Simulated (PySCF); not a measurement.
C3H8O2Si.
Atom-mapped SMILES: `[CH3:1][O:2][CH2:3][SiH2:4][CH:5]=[O:6]`

Cartesian coordinates in Å at the GFN2-xTB level; atoms count from 1:
```xyz
14
C3H8O2Si angstrom
C     -2.5267    0.1898    0.5462
O     -1.2300   -0.3021    0.7664
C     -0.2817    0.1932   -0.1611
Si     1.3847   -0.5891    0.3136
C      2.7079    0.0595   -0.9278
O      2.4754    0.8236   -1.8296
H     -3.1652   -0.2528    1.3085
H     -2.8935   -0.0918   -0.4491
H     -2.5562    1.2835    0.6328
H     -0.2472    1.2920   -0.1170
H     -0.5815   -0.0695   -1.1866
H      1.3532   -2.0474    0.1907
H      1.8114   -0.1842    1.6541
H      3.7489   -0.3052   -0.7883
```

Level of theory: delta-SCF UKS SCAN, pcX-2 on the ionised atom, pcseg-1 elsewhere, spin-free X2C (PySCF). Each 1s hole has a ground state of its own, since the core basis sits on the ionised atom alone.

```
ionised atom  basis functions  E(ground) (Eh)  binding energy (eV)
          C1              159      -559.59389              292.148
          C3              159      -559.59487              291.650
          O2              159      -559.62103              538.434
         Si4              170      -559.64574             1846.484
```

Task: Fill in the total energy of each core-ionised state.

Result: With binding energy = E(ionised) − E(ground) and 27.2114 eV a hartree:

| atom | binding energy (Eh) | E(ionised) (Eh) |
| --- | --- | --- |
| C1 | 10.7362 | -548.8577 |
| C3 | 10.7179 | -548.8769 |
| O2 | 19.7871 | -539.8339 |
| Si4 | 67.8570 | -491.7887 |

Task: How much do the ground-state energies differ, and what would follow from using one of them for all holes?

Result: They run from -559.6457 Eh (core basis on Si4) to -559.5939 Eh (on C1), 0.0518 Eh or 1.41 eV apart, for one and the same state in different bases and grids. Pairing the ion of C1 with the ground state of Si4 would put its binding energy 1.41 eV too high.

Lowest listed C 1s: C3, bonded to O, 2 H and Si. Highest, 0.50 eV above it: C1, bonded to O and 3 H.

Only 1s holes are shown. One conformer (not necessarily the lowest) at the GFN2-xTB geometry, without solvent, vibrations or thermal averaging.
